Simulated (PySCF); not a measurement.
C9H6N4.

```xyz
19

C     -0.7229    -2.6655     0.0000
C     -1.7044    -1.6922     0.0000
C     -1.3625    -0.3214     0.0000
N     -2.3124     0.6221     0.0000
C     -1.9386     1.8987     0.0000
C     -0.6175     2.3229     0.0000
C      0.4093     1.3615     0.0000
N      1.7038     1.6880     0.0000
C      2.5821     0.6806     0.0000
N      2.3194    -0.6089     0.0000
C      1.0143    -0.9771     0.0000
C      0.6312    -2.3174     0.0000
N      0.0079     0.0100     0.0000
H     -1.0074    -3.7203     0.0000
H     -2.7685    -1.9212     0.0000
H     -2.7474     2.6389     0.0000
H     -0.3276     3.3717     0.0000
H      3.6420     0.9660     0.0000
H      1.4321    -3.0543     0.0000
```
Charge 0, spin multiplicity 1.

Coordinates come from a B3LYP-D3(BJ)/def2-SVP optimisation.

Computed with PBE/pcSseg-1 (PySCF). Non-relativistic, no solvent.

Computed absolute GIAO shielding of each atom: isotropic value and principal components (ppm):
| atom | σ(iso) | σ11 | σ22 | σ33 | span |
|---|---|---|---|---|---|
| C1 | 34.3 | -76.1 | 16.6 | 162.3 | 238.4 |
| C2 | 60.4 | -17.7 | 56.4 | 142.6 | 160.3 |
| C3 | 21.9 | -38.3 | 14.4 | 89.6 | 127.9 |
| N4 | -26.7 | -241.1 | -82.6 | 243.7 | 484.8 |
| C5 | 15.7 | -91.3 | 14.6 | 123.7 | 215.0 |
| C6 | 71.4 | -3.0 | 75.8 | 141.5 | 144.5 |
| C7 | 15.4 | -49.1 | 5.7 | 89.6 | 138.7 |
| N8 | 4.8 | -151.7 | -67.6 | 233.7 | 385.4 |
| C9 | 11.4 | -72.9 | 10.7 | 96.3 | 169.1 |
| N10 | -12.8 | -180.1 | -85.2 | 227.0 | 407.1 |
| C11 | 20.2 | -45.8 | 15.3 | 91.0 | 136.7 |
| C12 | 68.0 | -5.0 | 62.3 | 146.7 | 151.7 |
| N13 | 30.8 | -67.4 | -23.8 | 183.6 | 250.9 |
| H14 | 24.9 | 23.3 | 25.2 | 26.2 | 2.8 |
| H15 | 25.9 | 24.7 | 25.8 | 27.1 | 2.4 |
| H16 | 24.5 | 22.7 | 24.5 | 26.4 | 3.7 |
| H17 | 26.9 | 25.1 | 27.4 | 28.1 | 3.0 |
| H18 | 24.9 | 24.4 | 25.1 | 25.3 | 0.9 |
| H19 | 26.3 | 25.2 | 26.5 | 27.2 | 1.9 |
